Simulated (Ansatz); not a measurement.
(ZnTe)2 ring (Zn2Te2), relaxed as a singlet with RKS r2SCAN-D4/def2-SVP in Ansatz, starting from the GFN2-xTB geometry. Force threshold 0.02 eV/Å.

In the def2 sets Te takes a core potential; there is no spin–orbit coupling.

Start:

Cartesian coordinates in Å:
```
Zn 0.110 -1.112 0.673
Te 2.122 -0.179 -0.642
Zn -0.110 1.111 -0.673
Te -2.122 0.180 0.642
```

```
step   energy (eV)  largest force component (eV/Å)  SCF passes
   1  -111420.1458                           0.680          16
   2  -111420.1946                           0.335          19
   3  -111420.2041                           0.025          20
   4  -111420.2043                           0.003          21
```

Force components are those of the run's own axes.

End:

Cartesian coordinates in Å:
```
Zn 0.104 -1.053 0.638
Te 2.110 -0.178 -0.638
Zn -0.104 1.053 -0.638
Te -2.110 0.178 0.638
```

By distances, no bond broke or formed. The bond that changes most is Te2–Zn3, from 2.58 to 2.53 Å (atoms count from 1).

No frequencies were taken in this run, so the end may be a saddle point.

Hardware: 4 threads of Arm Neoverse V1 on a shared host. Wall time 11 s.
